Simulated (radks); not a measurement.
These are the eigenvalues of the occupied orbitals of an atom or ion with whole-number occupations (eV). Method: Dirac Kohn-Sham, PBE, spin-unpolarised, spherical densities, point nucleus; computed with a radial shooting solver on a logarithmic mesh with Libxc functionals.

orbital  eigenvalue
1s1/2     -2779.635
2s1/2     -280.5019
2p1/2     -220.6551
2p3/2     -218.9532
3s1/2      -44.8908
3p1/2      -31.7705
3p3/2      -31.6078

Which element is it, and in what charge state? The configuration may be excited. Open shells, if any, fill j = l - 1/2 first.

Answer. Z = 17, chlorine, charge +2: Cl2+ in [Ne] 3s2 3p3. The list shows which subshells hold electrons but not how many an open one holds; the 1s level, -102.15 hartree, gives Z - s = 14.3 by -(Z - s)^2/2, which with screening and relativity narrows Z to a few neighbours, and the depths of the outer levels then fix element, charge and occupations together.
